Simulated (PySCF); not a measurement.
C2, singlet, at a GFN2-xTB geometry; MP2/def2-TZVP (PySCF).

Here is a job for PySCF.
```python
from pyscf import gto, scf, mp

mol = gto.M(
    atom='''
C    -0.00000000   -0.00000000   -0.58034761
C     0.00000000    0.00000000    0.58034761
''',
    basis='def2-tzvp',
    verbose=4,
)

mf = scf.RHF(mol)
mf.kernel()

pt = mp.MP2(mf, frozen=2)
pt.kernel()
print('E(MP2) = %.10f' % pt.e_tot)
```

What the program printed (banner, timings and long lists left out):

```
PySCF version 2.14.0

[INPUT] verbose = 4
[INPUT] num. atoms = 2
[INPUT] num. electrons = 12
[INPUT] charge = 0
[INPUT] spin (= nelec alpha-beta = 2S) = 0
[INPUT] symmetry False subgroup None
[INPUT] Mole.unit = angstrom
[INPUT] Symbol           X                Y                Z      unit          X                Y                Z       unit  Magmom
[INPUT]  1 C      0.000000000000   0.000000000000  -0.580347610000 AA    0.000000000000   0.000000000000  -1.096698039946 Bohr   0.0
[INPUT]  2 C      0.000000000000   0.000000000000   0.580347610000 AA    0.000000000000   0.000000000000   1.096698039946 Bohr   0.0

nuclear repulsion = 16.4129043222216
number of shells = 22
number of NR pGTOs = 92
number of NR cGTOs = 62
basis = def2-tzvp
ecp = {}

******** <class 'pyscf.scf.hf.RHF'> ********
method = RHF
initial guess = minao
damping factor = 0
level_shift factor = 0
DIIS = <class 'pyscf.scf.diis.CDIIS'>
diis_start_cycle = 1
diis_space = 8
diis_damp = 0
SCF conv_tol = 1e-09
SCF conv_tol_grad = None
SCF max_cycles = 50
direct_scf = True
direct_scf_tol = 1e-13
Set gradient conv threshold to 3.16228e-05
Initial guess from minao.
init E= -75.7027439633855
  HOMO = -0.305062697533633  LUMO = -0.204915518622094  gap/eV = 2.72514
cycle= 1 E= -75.3791494074482  delta_E= 0.324  |g|= 0.206  |ddm|= 1.21
  HOMO = -0.511238359883163  LUMO = -0.144885713955393  gap/eV = 9.96896
cycle= 2 E= -75.3915363634584  delta_E= -0.0124  |g|= 0.0688  |ddm|= 0.16
  HOMO = -0.475600299722222  LUMO = -0.111307654685849  gap/eV = 9.91291
cycle= 3 E= -75.3925653892402  delta_E= -0.00103  |g|= 0.0127  |ddm|=  0.1
  HOMO = -0.478288701189534  LUMO = -0.11264318194506  gap/eV = 9.94972
cycle= 4 E= -75.3926677082477  delta_E= -0.000102  |g|= 0.00308  |ddm|= 0.0333
  HOMO = -0.478301491627466  LUMO = -0.113085243560821  gap/eV = 9.93804
cycle= 5 E= -75.392673612196  delta_E= -5.9e-06  |g|= 0.000345  |ddm|= 0.0142
  HOMO = -0.478350272456161  LUMO = -0.113206932742411  gap/eV = 9.93606
cycle= 6 E= -75.3926736966633  delta_E= -8.45e-08  |g|= 7.91e-05  |ddm|= 0.00267
  HOMO = -0.478342229093213  LUMO = -0.113223959078553  gap/eV = 9.93537
cycle= 7 E= -75.3926737011081  delta_E= -4.44e-09  |g|= 9.86e-06  |ddm|= 0.00028
  HOMO = -0.478340801994689  LUMO = -0.113225327750605  gap/eV = 9.93530
cycle= 8 E= -75.3926737011764  delta_E= -6.83e-11  |g|= 4.72e-07  |ddm|= 0.000109
  HOMO = -0.478340526876114  LUMO = -0.113225084815653  gap/eV = 9.93530
Extra cycle  E= -75.3926737011766  delta_E= -2.27e-13  |g|= 1.15e-07  |ddm|= 1.05e-05
converged SCF energy = -75.3926737011766

******** <class 'pyscf.mp.mp2.RMP2'> ********
nocc = 4, nmo = 60
frozen orbitals 2
E(RMP2) = -75.7411684630345  E_corr = -0.348494761857921
E(SCS-RMP2) = -75.7373140552386  E_corr = -0.344640354061974
E_corr(same-spin) = -0.0848692617317662
E_corr(oppo-spin) = -0.263625500126155
E(MP2) = -75.7411684630
```
